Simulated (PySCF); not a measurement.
[Nd(H2O)3]3+ at several levels of theory

Computed with PySCF 2.14.0 (density fitting, no spin-orbit coupling) at the geometry relaxed with PBE0:

```xyz
10
[Nd(H2O)3]3+ (singlet in the valence; each metal's 4f electrons, 3 of them, lie in its core potential, out of spins and levels)
Nd    0.0000    0.0000    0.0000
O     2.3218    0.0000    0.0000
H     2.9376    0.7691    0.0659
H     2.9376   -0.7691   -0.0659
O    -1.1609    2.0107    0.0000
H    -2.1348    2.1595    0.0659
H    -0.8028    2.9286   -0.0659
O    -1.1609   -2.0107    0.0000
H    -0.8027   -2.9286    0.0659
H    -2.1348   -2.1595   -0.0659
```

```tsv
level	basis	state	HOMO (eV)	gap (eV)	charge on Nd1 (e)	population of f-type functions on Nd1 (polarisation alone where 4f lies in the core)	dipole about the centre of mass (D)	largest force component (eV/Å)
PBE0	Nd lcecp-1-SVP with ECP49, O def2-SVP, H def2-SVP	singlet	-24.99	8.17	2.00	0.05	0.00	0.01
PBE0	Nd lcecp-1-TZVP with ECP49, O def2-TZVP, H def2-TZVP	singlet	-24.99	8.27	2.27	0.07	0.00	0.32
```

In the lcecp rows the 4f levels are missing from HOMO and gap, and the state counts the valence alone.

Charges are Mulliken's, which hang on the basis. The relaxation used the grid (50, 194), these runs (75, 302) or, all-electron (x2c bases, spin-free X2C Hamiltonian), (99, 590).

Question: Order these levels, in the first row's basis, by the HOMO–LUMO gap they give here, smallest first.
A. r2SCAN
B. PBE
C. M06-L
D. B3LYP

Answer: B (5.48 eV), A (6.43 eV), C (6.57 eV), D (7.49 eV).

Question: And their other results?

Answer: 
```
 level    state  HOMO (eV)  gap (eV)  charge on Nd1 (e)  population of f-type functions on Nd1 (polarisation alone where 4f lies in the core)  dipole about the centre of mass (D)  largest force component (eV/Å)
 M06-L  singlet     -23.53      6.57               2.07                                                                                  0.05                                 0.00                            0.14
 B3LYP  singlet     -24.65      7.49               1.96                                                                                  0.05                                 0.00                            0.16
r2SCAN  singlet     -23.57      6.43               1.98                                                                                  0.05                                 0.00                            0.11
   PBE  singlet     -23.15      5.48               1.86                                                                                  0.05                                 0.00                            0.51
```

In the first row's basis the gap widens with exact exchange: 5.5 to 6.6 eV for PBE, r2SCAN, M06-L (none); 7.5 to 8.2 eV for B3LYP, PBE0 (a fixed share).

A frequency check found unstable modes (1, the lowest at -14 cm⁻¹), so the relaxed geometry is a saddle point, or these are noise. An lcecp potential fixes the number of 4f electrons, so in runs with it no electron can move into or out of that shell.
